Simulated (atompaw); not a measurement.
How hard is this tungsten (W) PAW (atompaw) potential?

tungsten, PAW, made with atompaw 4.2.0.5 (PBE, scalar-relativistic). Core [Xe] 4f14, reference 5d4 6s1.75 6p0.25. Waves: 6s (bound): rc 2.85 bohr; 6s channel at -0.15 Ry: rc 2.85 bohr; 6p (bound): rc 2.85 bohr; 6p channel at 3.4 Ry: rc 2.85 bohr; 5d (bound): rc 2.85 bohr; 5d channel at 0.95 Ry: rc 1.95 bohr. Local part: troulliermartins scheme with l = 3 at 0.5 Ry, radius 2.30 bohr. Core correction: smooth core density matched at 1.45 bohr. Augmentation charge: sinc compensation charge, radius 2.20 bohr; PAW radius 2.85 bohr; waves and projectors: custom polynom gramschmidtortho.

The pseudo-atom Hamiltonian at the reference potential is diagonalised in spherical Bessel functions j_l(qr) that vanish at 20 bohr, with q² up to the cutoff. All-electron valence levels (Ry): 6s -0.4407, 6p -0.1158, 5d -0.3570.

Question: How do the lowest levels (Ry) of each channel move with the cutoff, and are there ghosts?

Answer:

```
cutoff (Ry)      s #1     s #2     p #1     p #2     d #1    f #1    f #2  Σ f·Δε (mRy)
          8  -18.5988  -0.4406  -0.1156   0.0342  -0.3441  0.0955  0.2155          51.9
         10  -24.4439  -0.4406  -0.4981  -0.1154  -0.3546  0.0955  0.2155           9.8
         12  -26.1492  -0.4407  -3.0634  -0.1157  -0.3566  0.0955  0.2155           1.9
         15  -26.4131  -0.4407  -4.8599  -0.1158  -0.3567  0.0955  0.2155           1.4
         18  -26.4475  -0.4407  -5.3195  -0.1158  -0.3568  0.0955  0.2155           0.8
         21  -26.5836  -0.4407  -5.5259  -0.1158  -0.3569  0.0955  0.2155           0.3
         25  -26.7914  -0.4407  -5.6277  -0.1158  -0.3570  0.0955  0.2155           0.2
        400  -27.2097  -0.4407  -5.6463  -0.1158  -0.3570  0.0955  0.2155           0.0
```

Result: ghost states, extra bound levels that the all-electron valence spectrum of the same l lacks: s at -370.2 eV, p at -76.8 eV, d at -2.58 eV (a true bound ghost makes a file unfit for plane-wave use); 10 mRy is reached at 10 Ry and 1 mRy at 18 Ry.
